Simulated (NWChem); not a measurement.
System meant: BeH$_{2}$SeS; SMILES [SeH][Be][SH]

NWChem input:

```
start job
memory heap 200 mb stack 900 mb global 1100 mb
geometry units angstroms noautoz
  Be     0.022059    -0.663009     0.037511
  S     -0.050957    -2.565025     0.116953
  H      0.004614    -2.691683    -1.230234
  Se     0.134319     1.363746    -0.023908
  H     -1.334541     1.458739    -0.089184
end
basis spherical
  Be library def2-svp
  S library def2-svp
  H library def2-svp
  Se library def2-svp
end
dft
  xc xpbe96 cpbe96
  iterations 4
  mulliken
end
task dft energy
```

End of the output:

```
    Atom       Charge   Shell Charges
 -----------   ------   -------------------------------------------------------
    1 Be   4     4.18   1.97  0.50  0.17  0.93  0.61
    2 S   16    15.92   2.00  1.95  0.97  0.64  5.81  1.90  2.61  0.05
    3 H    1     0.98   0.60  0.29  0.08
    4 Se  34    33.94   2.00  2.00  1.96  1.06  0.59  5.99  5.80  2.06  2.42  7.81  2.04  0.20
    5 H    1     0.97   0.59  0.32  0.07

 center of mass
 --------------
 x =   0.02751696 y =   0.23732057 z =   0.02216033

 moments of inertia (a.u.)
 ------------------
        1322.814916393390          -0.000000000000          -0.000000000000
          -0.000000000000          14.086317835305          -0.000000000000
          -0.000000000000          -0.000000000000        1324.152749977286

     Multipole analysis of the density
     ---------------------------------

     L   x y z        total         alpha         beta         nuclear
     -   - - -        -----         -----         ----         -------
     0   0 0 0     -0.000000    -28.000000    -28.000000     56.000000

     1   1 0 0     -0.212706     -0.106353     -0.106353      0.000000
     1   0 1 0      0.022159      0.011080      0.011080      0.000000
     1   0 0 1     -0.342941     -0.171470     -0.171470      0.000000

     2   2 0 0    -27.440362    -17.495533    -17.495533      7.550703
     2   1 1 0     -0.903200      1.605924      1.605924     -4.115048
     2   1 0 1     -0.017299      0.006906      0.006906     -0.031111
     2   0 2 0    -30.973725   -336.590988   -336.590988    642.208250
     2   0 1 1      2.147072     -2.040797     -2.040797      6.228666
     2   0 0 2    -27.802399    -17.002176    -17.002176      6.201954

 ------------------------------------------------------------------------
 dft energy failed                                                                                  0
 ------------------------------------------------------------------------
 ------------------------------------------------------------------------
  current input line :
    21: task dft energy
 ------------------------------------------------------------------------
 ------------------------------------------------------------------------
 This type of error is most commonly associated with calculations not reaching convergence criteria
 ------------------------------------------------------------------------
 For more information see the NWChem manual at https://nwchemgit.github.io

0:dft energy failed:Received an Error in Communication
```

Q: Find the fault in this run and fix the input.

A: The run did not converge; its last values are not results. Cause: the SCF was allowed too few iterations. This input runs:
```
start job
memory heap 200 mb stack 900 mb global 1100 mb
geometry units angstroms noautoz
  Be     0.022059    -0.663009     0.037511
  S     -0.050957    -2.565025     0.116953
  H      0.004614    -2.691683    -1.230234
  Se     0.134319     1.363746    -0.023908
  H     -1.334541     1.458739    -0.089184
end
basis spherical
  Be library def2-svp
  S library def2-svp
  H library def2-svp
  Se library def2-svp
end
dft
  xc xpbe96 cpbe96
  iterations 150
  mulliken
end
task dft energy
```
It converges to -2814.77057 Ha (PBE/def2-SVP).
